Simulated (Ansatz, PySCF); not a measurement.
C3H6Cl, SMILES C[C](Cl)C, multiplicity 2. Atoms are numbered in the order given.

```xyz
10

C     -1.1155     0.5495    -1.1392
C      0.0634     0.0201    -0.4108
C      1.4619     0.3805    -0.7501
Cl    -0.2161    -0.4704     1.2283
H     -1.3868     1.5707    -0.8026
H     -0.9051     0.6038    -2.2185
H     -2.0002    -0.0866    -0.9852
H      2.1734    -0.3608    -0.3563
H      1.7507     1.3644    -0.3279
H      1.5865     0.4417    -1.8422
```
Charge 0, spin multiplicity 2.

Coordinates come from a PBE0-D3(BJ)/def2-SVP optimisation. The isomer is the one that the SMILES or the coordinates give; other isomers of the formula were not compared.

Two levels are set side by side: PBE-D3(BJ)/def2-SVP (Ansatz, an electronic-structure program) and PBE0-D3(BJ)/def2-SVP (Ansatz). Each level has its own optimised geometry; the coordinates shown are those of the second. Frequencies come from the Hessian of PySCF at each geometry. Differences are taken from unrounded values.

```tsv
quantity	PBE0-D3(BJ)
mean bond length (Å)	1.258
bond C1–C2 (Å)	1.483
bond C2–C3 (Å)	1.483
bond C2–Cl4 (Å)	1.734
bond C1–H5 (Å)	1.109
bond C1–H6 (Å)	1.101
bond C1–H7 (Å)	1.100
bond C3–H8 (Å)	1.100
bond C3–H9 (Å)	1.109
bond C3–H10 (Å)	1.101
highest harmonic wavenumber (cm⁻¹)	3160
mean harmonic wavenumber (cm⁻¹)	1473
zero-point energy (kcal/mol)	50.54
```

What does PBE-D3(BJ) give, and how far is it from PBE0-D3(BJ)? (An estimate is asked for; the answer gives what the named calculation found.)


```tsv
quantity	PBE-D3(BJ)	PBE-D3(BJ) minus PBE0-D3(BJ)
mean bond length (Å)	1.267	0.009
bond C1–C2 (Å)	1.489	0.005
bond C2–C3 (Å)	1.489	0.005
bond C2–Cl4 (Å)	1.747	0.014
bond C1–H5 (Å)	1.119	0.010
bond C1–H6 (Å)	1.110	0.009
bond C1–H7 (Å)	1.109	0.009
bond C3–H8 (Å)	1.109	0.008
bond C3–H9 (Å)	1.119	0.010
bond C3–H10 (Å)	1.110	0.009
highest harmonic wavenumber (cm⁻¹)	3064	-96
mean harmonic wavenumber (cm⁻¹)	1423	-50
zero-point energy (kcal/mol)	48.82	-1.72
```

GGA bonds tend to be longer and softer than those of functionals with exact exchange. Differences between two approximate levels are no errors against the true value.
